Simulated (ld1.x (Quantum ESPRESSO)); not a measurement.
## rhenium: TM pseudisation with LDA (PZ), fully relativistic reference atom.

* Element: Re (Z = 75)
* Generator: ld1.x (Quantum ESPRESSO) 7.5
* Type: norm-conserving Troullier–Martins (Kleinman–Bylander form)
* Functional: LDA (PZ)
* Relativity: fully relativistic
* Frozen core: [Xe] 4f14
* Valence charge: 7
* Reference configuration: 5d5 6s2 6p0
* Partial waves: 6s (bound): rc 2.40 bohr; 5d (bound): rc 2.05 bohr; 6p (bound, empty): rc 4.00 bohr
* Local potential: the p channel
* Core correction: none

Open shells are filled in proportion to 2j + 1 (rel_dist='average').

All-electron outer shells of the reference configuration (LDA (PZ), scalar-relativistic, ld1.x):

| shell | level (eV) | outermost node (bohr) | outermost maximum (bohr) |
| --- | --- | --- | --- |
| 5p | -47.21 | 0.56 | 1.06 |
| 4f | -42.60 | – | 0.41 |
| 6s | -6.16 | 1.24 | 2.54 |
| 5d | -5.57 | 0.62 | 1.43 |
| 6p | -1.44 | 1.48 | 3.61 |

Results:

- Cutoffs needed: 35 Ry and 40 Ry (the cutoffs (Ry, on a coarse ladder) from which the occupation-weighted sum of valence levels, in a spherical-Bessel basis at the reference potential, stays within 10 and 1 mRy of its value at 400 Ry)
- Ghost test: no extra level below or beside the all-electron valence levels (s, d3/2, d5/2, p1/2, p3/2, f tested) (spherical-Bessel basis up to 400 Ry, 20 bohr box)
- Largest excitation error: -95 meV (all-electron minus pseudo) for 5d4 6s0 6p0, out of 7 test configurations

Generation and tests took about 2.3 s on one core of a shared server CPU.
